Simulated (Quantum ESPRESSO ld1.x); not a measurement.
Question: Species: Tb IV. Configuration: [Xe] 4f8. Method: scalar-relativistic Kohn-Sham, LDA (Slater exchange, Perdew-Wang correlation), spin-polarised, spherical densities, point nucleus; open shells are filled with parallel spins first; computed with ld1.x of Quantum ESPRESSO 7.5. Some entries of the table are withheld. Estimate them.

| orbital | occ. | eigenvalue (Ry) | <1/r> (bohr^-1) | r(max) (bohr) |
|---|---|---|---|---|
| 1s down | 1 | -3810.55 | 73.05 | 0.01365 |
| 1s up | 1 | -3810.55 | 73.05 | 0.01365 |
| 2s up | 1 | -633.707 | 16.96 | 0.07756 |
| 2s down | 1 | -633.699 | 16.96 | 0.07756 |
| 2p up | 3 | -563.590 | 15.80 | 0.06281 |
| 2p down | 3 | -563.584 | 15.80 | 0.06281 |
| 3s up | 1 | -142.460 | 6.227 | 0.2200 |
| 3s down | 1 | -142.280 | 6.233 | 0.2199 |
| 3p up | 3 | -120.838 | 5.848 | 0.2160 |
| 3p down | 3 | -120.659 | 5.853 | 0.2159 |
| 3d up | 5 | -92.5887 | 5.550 | 0.1764 |
| 3d down | 5 | -92.4491 | 5.555 | 0.1763 |
| 4s up | 1 | -30.2330 | 2.632 | 0.5047 |
| 4s down | 1 | -29.8456 | 2.631 | 0.5045 |
| 4p up | 3 | -23.1007 | 2.417 | 0.5268 |
| 4p down | 3 | -22.7183 | 2.415 | 0.5267 |
| 4d up | 5 | -13.3076 | 2.133 | 0.5462 |
| 4d down | 5 | -12.9341 | 2.129 | 0.5461 |
| 5s up | 1 | -5.71735 | (1) | 1.165 |
| 5s down | 1 | -5.53161 | (2) | 1.174 |
| 5p up | 3 | (3) | 0.8763 | 1.315 |
| 5p down | 3 | (4) | 0.8587 | 1.332 |
| 4f up | 7 | (5) | 1.589 | 0.5485 |
| 4f down | 1 | (6) | 1.554 | 0.5513 |

Answer: 
(1) 5s up <1/r> (bohr^-1): 1.029
(2) 5s down <1/r> (bohr^-1): 1.014
(3) 5p up eigenvalue (Ry): -3.95164
(4) 5p down eigenvalue (Ry): -3.81242
(5) 4f up eigenvalue (Ry): -2.66642
(6) 4f down eigenvalue (Ry): -2.33628
